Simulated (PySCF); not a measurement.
C$_{4}$H$_{10}$Ga (SMILES C[CH2][Ga+][CH2]C), charge +1, singlet, at a GFN2-xTB geometry (such geometries of metal compounds can be far from the true shape); DF-HF/6-31G* run with PySCF.

PySCF was given this input:
```python
from pyscf import gto, scf

mol = gto.M(
    atom='''
Ga   -0.061658    0.011760    0.136912
C     1.669096   -0.907510    0.976690
C     1.780746   -2.366401    0.565612
H     1.560439   -0.792323    2.061290
H     2.519395   -0.313570    0.622404
H     1.871940   -2.479102   -0.516185
H     0.929891   -2.953796    0.914620
H     2.679642   -2.788140    1.016819
C    -1.793986    0.945192   -0.683412
C    -1.455378    2.290662   -1.304090
H    -2.495245    1.042340    0.153361
H    -2.190648    0.238964   -1.421731
H    -0.744547    2.192486   -2.126532
H    -1.053814    2.988830   -0.567766
H    -2.368528    2.728093   -1.709349
''',
    basis='6-31g*',
    charge=1,
    spin=0,
    verbose=4,
)

mf = scf.RHF(mol)
mf = mf.density_fit(auxbasis='def2-universal-jkfit')
mf.kernel()
```

What the program printed (banner, timings and long lists left out):

```
PySCF version 2.14.0

[INPUT] verbose = 4
[INPUT] num. atoms = 15
[INPUT] num. electrons = 64
[INPUT] charge = 1
[INPUT] spin (= nelec alpha-beta = 2S) = 0
[INPUT] symmetry False subgroup None
[INPUT] Mole.unit = angstrom
[INPUT] Symbol           X                Y                Z      unit          X                Y                Z       unit  Magmom
[INPUT]  1 Ga    -0.061658000000   0.011760000000   0.136912000000 AA   -0.116516733388   0.022223179225   0.258726183166 Bohr   0.0
[INPUT]  2 C      1.669096000000  -0.907510000000   0.976690000000 AA    3.154134315607  -1.714945355304   1.845676608601 Bohr   0.0
[INPUT]  3 C      1.780746000000  -2.366401000000   0.565612000000 AA    3.365122237415  -4.471849790897   1.068851772767 Bohr   0.0
[INPUT]  4 H      1.560439000000  -0.792323000000   2.061290000000 AA    2.948802344090  -1.497273472194   3.895273563305 Bohr   0.0
[INPUT]  5 H      2.519395000000  -0.313570000000   0.622404000000 AA    4.760966549599  -0.592561420880   1.176173098834 Bohr   0.0
[INPUT]  6 H      1.871940000000  -2.479102000000  -0.516185000000 AA    3.537453921618  -4.684823814861  -0.975448279609 Bohr   0.0
[INPUT]  7 H      0.929891000000  -2.953796000000   0.914620000000 AA    1.757239315698  -5.581865467836   1.728381308050 Bohr   0.0
[INPUT]  8 H      2.679642000000  -2.788140000000   1.016819000000 AA    5.063789491882  -5.268820996945   1.921509428254 Bohr   0.0
[INPUT]  9 C     -1.793986000000   0.945192000000  -0.683412000000 AA   -3.390142211304   1.786154015130  -1.291461510241 Bohr   0.0
[INPUT] 10 C     -1.455378000000   2.290662000000  -1.304090000000 AA   -2.750265827717   4.328723823948  -2.464372941784 Bohr   0.0
[INPUT] 11 H     -2.495245000000   1.042340000000   0.153361000000 AA   -4.715329663690   1.969737128679   0.289810288189 Bohr   0.0
[INPUT] 12 H     -2.190648000000   0.238964000000  -1.421731000000 AA   -4.139724755326   0.451576513631  -2.686682212804 Bohr   0.0
[INPUT] 13 H     -0.744547000000   2.192486000000  -2.126532000000 AA   -1.406989916867   4.143198071943  -4.018563075124 Bohr   0.0
[INPUT] 14 H     -1.053814000000   2.988830000000  -0.567766000000 AA   -1.991419846232   5.648070132884  -1.072922242840 Bohr   0.0
[INPUT] 15 H     -2.368528000000   2.728093000000  -1.709349000000 AA   -4.475869238364   5.155348612343  -3.230201461299 Bohr   0.0

nuclear repulsion = 313.247948642075
number of shells = 56
number of NR pGTOs = 243
number of NR cGTOs = 108
basis = 6-31g*
ecp = {}

******** <class 'pyscf.df.df_jk.DFRHF'> ********
method = DFRHF
initial guess = minao
damping factor = 0
level_shift factor = 0
DIIS = <class 'pyscf.scf.diis.CDIIS'>
diis_start_cycle = 1
diis_space = 8
diis_damp = 0
SCF conv_tol = 1e-09
SCF conv_tol_grad = None
SCF max_cycles = 50
direct_scf = False
Set gradient conv threshold to 3.16228e-05
Initial guess from minao.
******** <class 'pyscf.df.df.DF'> ********
auxbasis = def2-universal-jkfit
init E= -2079.97442795633
  HOMO = -0.229843991316302  LUMO = -0.0166883486395966  gap/eV = 5.80026
cycle= 1 E= -2079.93364596639  delta_E= 0.0408  |g|= 0.418  |ddm|= 3.05
  HOMO = -0.565375668513083  LUMO = -0.171016783243571  gap/eV = 10.73105
cycle= 2 E= -2080.00027158238  delta_E= -0.0666  |g|= 0.181  |ddm|= 0.756
  HOMO = -0.53292723938491  LUMO = -0.138893240431618  gap/eV = 10.72221
cycle= 3 E= -2080.00674650322  delta_E= -0.00647  |g|= 0.0714  |ddm|= 0.163
  HOMO = -0.532436696474087  LUMO = -0.132626841945834  gap/eV = 10.87938
cycle= 4 E= -2080.00797803243  delta_E= -0.00123  |g|= 0.0118  |ddm|= 0.0925
  HOMO = -0.53630883780539  LUMO = -0.134516542800563  gap/eV = 10.93333
cycle= 5 E= -2080.00803892813  delta_E= -6.09e-05  |g|= 0.00398  |ddm|= 0.0199
  HOMO = -0.536317123588384  LUMO = -0.134802164758447  gap/eV = 10.92578
cycle= 6 E= -2080.00804513397  delta_E= -6.21e-06  |g|= 0.000958  |ddm|= 0.00736
  HOMO = -0.536387647676871  LUMO = -0.134658196599727  gap/eV = 10.93162
cycle= 7 E= -2080.00804546995  delta_E= -3.36e-07  |g|= 0.000138  |ddm|= 0.00148
  HOMO = -0.53638170014563  LUMO = -0.134645006519516  gap/eV = 10.93181
cycle= 8 E= -2080.00804548216  delta_E= -1.22e-08  |g|= 3.02e-05  |ddm|= 0.00031
  HOMO = -0.536380295718308  LUMO = -0.134643369904367  gap/eV = 10.93182
cycle= 9 E= -2080.00804548308  delta_E= -9.14e-10  |g|= 8.87e-06  |ddm|= 8.3e-05
  HOMO = -0.53638016884809  LUMO = -0.134643790367875  gap/eV = 10.93180
Extra cycle  E= -2080.00804548317  delta_E= -9e-11  |g|= 4.76e-06  |ddm|= 1.92e-05
converged SCF energy = -2080.00804548317
```
